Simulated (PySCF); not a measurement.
Molecule: SMILES C=CS(=O)(=O)OC, C3H6O3S.

Geometry:
```
atom   x (Å)   y (Å)   z (Å)
  C1  -2.471   0.476   0.081
  C2  -1.374  -0.273   0.111
  S3  -0.199  -0.164  -1.198
  O4   0.188  -1.513  -1.571
  O5  -0.653   0.805  -2.167
  O6   1.058   0.536  -0.449
  C7   2.039  -0.291   0.159
  H8  -3.225   0.403   0.869
  H9  -2.637   1.177  -0.742
 H10  -1.133  -1.008   0.884
 H11   2.930   0.337   0.284
 H12   1.703  -0.642   1.149
 H13   2.274  -1.154  -0.479
```

Geometry PBE0-D3(BJ)/def2-SVP throughout; GIAO in PySCF 2.14, gas phase, one conformer, non-relativistic; equivalent atoms averaged; functional PBE0.

Task: How do the shifts δ (against TMS, CS2, H2O at the same level) depend on the basis set? (a selection of nuclei; ppm; last column core-seconds on shared hosts with different chips, so compare them loosely)

Result: 
```tsv
basis set	functions	C2	C1	C7	S3	O4/O5	H9	H10	H8	H11/H12/H13	core-s
STO-3G	45	111.3	108.5	41.8	-22.5	118.5	6.09	5.98	5.94	1.99	3.5
pcSseg-0	79	147.9	145.8	53.6	336.9	224.8	7.33	6.53	6.95	3.88	11
6-31G	79	132.0	128.2	48.5	275.0	182.5	7.14	6.38	6.63	3.78	6.8
6-31G*	114	127.7	125.8	51.4	293.3	179.3	6.46	6.13	5.98	3.60	10
cc-pVDZ	132	135.4	129.4	50.9	285.2	203.3	6.63	6.28	6.05	3.53	14
def2-SVP	132	134.8	129.2	50.0	308.9	204.8	6.66	6.33	6.11	3.44	12
pcSseg-1	156	141.7	137.6	54.2	314.1	219.8	6.75	6.46	6.30	3.72	15
aug-cc-pVDZ	219	135.7	129.1	50.6	292.5	196.0	6.93	6.83	6.25	3.79	28
6-311+G(2d,p)	233	140.3	134.6	53.8	342.2	215.4	6.79	6.78	6.13	3.72	27
def2-TZVP	259	140.7	136.6	54.5	357.0	218.8	6.80	6.73	6.18	3.69	37
cc-pVTZ	298	139.4	135.5	53.4	320.3	211.3	6.81	6.71	6.20	3.69	46
IGLO-III	314	144.7	139.4	55.7	349.1	223.0	6.83	6.77	6.18	3.77	47
```

Task: Which nucleus among those listed moves most, in ppm?

Result: S3 (sulfonyl sulfur): from -22.5 ppm with STO-3G to 357.0 ppm with def2-TZVP. The smallest spread is 0.85 ppm, at H10. Proton shifts span only some 12 ppm, so a few tenths of a ppm matter as much there as several ppm in carbon.

Task: Taking the largest basis, IGLO-III (314 functions), as the yardstick, rank the others by their worst heavy-atom deviation.

Result: 6-311+G(2d,p) 7.6 ppm (233 functions), def2-TZVP 7.8 ppm (259 functions), pcSseg-0 12.3 ppm (79 functions), cc-pVTZ 28.8 ppm (298 functions), pcSseg-1 35.0 ppm (156 functions), def2-SVP 40.2 ppm (132 functions), 6-31G* 55.9 ppm (114 functions), aug-cc-pVDZ 56.6 ppm (219 functions), cc-pVDZ 64.0 ppm (132 functions), 6-31G 74.2 ppm (79 functions), STO-3G 371.7 ppm (45 functions).

A small basis that lands close on one nucleus may do so by chance; judge by the trend and by all nuclei.
